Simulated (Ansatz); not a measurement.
Two isomers of C3H8OSi: A = `C=C[SiH](C)O`, B = `C/C=C(\O)[SiH3]`.

Gas-phase electronic energies from Ansatz, PBE0-D4/def2-TZVP geometries. CCSD(T)/CBS is the MP2 limit (def2-TZVPP, def2-QZVPP) plus CCSD(T) − MP2 in def2-TZVPP, frozen cores. Functionals use def2-TZVPP. B3LYP here is the variant with VWN-RPA as its local correlation; programs differ in this. One conformer a species, not always the lowest.

(1) Which is lower in electronic energy at CCSD(T)/CBS, and by how much? (Estimate.)

(2) Give E(B) − E(A) in kcal/mol with CCSD(T)/def2-TZVPP, PBE-D4, r2SCAN-D4, B2PLYP, HF/def2-TZVPP, ωB97M-V, B3LYP. (An estimate is asked.)

Largest T1 diagnostic: 0.012.

## Answers

(1) Ansatz gave: A, by 48.0 kcal/mol.

(2) The calculation gave: CCSD(T)/def2-TZVPP 47.1, PBE-D4 41.4, r2SCAN-D4 45.5, B2PLYP 46.8, HF/def2-TZVPP 49.2, ωB97M-V 46.9, B3LYP 45.2. None reverses the order clearly.

From PBE to PBE0 (25 % exact exchange), in def2-TZVPP and without D4, E(B) − E(A) moves by +2.3 kcal/mol.
